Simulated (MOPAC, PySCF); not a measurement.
C₆H₁₅ISi, SMILES `CC[Si](I)(CC)CC`, neutral singlet in the gas phase. 

Cartesian coordinates (Å):
SMILES: CC[Si](I)(CC)CC
```xyz
23

C      1.2766    -1.5975     0.9823
C      0.8682    -1.2076    -0.4462
Si    -0.2654     0.2998    -0.5019
I     -0.7793     0.7232    -2.9160
C      0.5782     1.8395     0.1860
C      1.9368     2.1783    -0.4367
C     -1.8980    -0.0152     0.3877
C     -2.6611    -1.2656    -0.0621
H      1.9375    -2.4792     0.9882
H      1.8176    -0.7813     1.4886
H      0.4001    -1.8431     1.6040
H      1.7577    -0.9923    -1.0616
H      0.3531    -2.0443    -0.9472
H     -0.1230     2.6844     0.0743
H      0.6818     1.6759     1.2754
H      1.8458     2.3450    -1.5215
H      2.3704     3.0892     0.0063
H      2.6640     1.3633    -0.2898
H     -1.6570    -0.0759     1.4659
H     -2.5235     0.8863     0.2699
H     -2.0675    -2.1808     0.0956
H     -2.9080    -1.2157    -1.1343
H     -3.6050    -1.3866     0.4930
```
Charge 0, spin multiplicity 1.

All levels are single points at this geometry (B3LYP-D3(BJ)/def2-SVP); Pople sets use spherical d functions. Orbital energies aren't observables, and empty levels follow the basis.

M06-2X/def2-TZVP in PySCF gives dipole (D) = 2.75.

### Question
Estimate the dipole (D) from each of these levels: B3LYP-D3(BJ)/def2-TZVP in PySCF; PBE-D3(BJ)/def2-TZVP in PySCF; B3LYP/6-311+G** (LANL2DZ on I) in PySCF; B3LYP/6-31G* (LANL2DZ on I) in PySCF; B3LYP/LANL2DZ in PySCF; BP86/6-31G* (LANL2DZ on I) in PySCF; M06-2X/6-31G* (LANL2DZ on I) in PySCF; PBE/6-31G* (LANL2DZ on I) in PySCF; HF/6-31G* (LANL2DZ on I) in PySCF; AM1 in MOPAC; PM3 in MOPAC; PM6 in MOPAC.

### Answer

| level | dipole (D) |
|---|---|
| B3LYP-D3(BJ)/def2-TZVP in PySCF | 2.63 |
| PBE-D3(BJ)/def2-TZVP in PySCF | 2.59 |
| B3LYP/6-311+G** (LANL2DZ on I) in PySCF | 2.84 |
| B3LYP/6-31G* (LANL2DZ on I) in PySCF | 3.18 |
| B3LYP/LANL2DZ in PySCF | 3.04 |
| BP86/6-31G* (LANL2DZ on I) in PySCF | 3.17 |
| M06-2X/6-31G* (LANL2DZ on I) in PySCF | 3.22 |
| PBE/6-31G* (LANL2DZ on I) in PySCF | 3.15 |
| HF/6-31G* (LANL2DZ on I) in PySCF | 3.50 |
| AM1 in MOPAC | 2.58 |
| PM3 in MOPAC | 4.63 |
| PM6 in MOPAC | 3.24 |
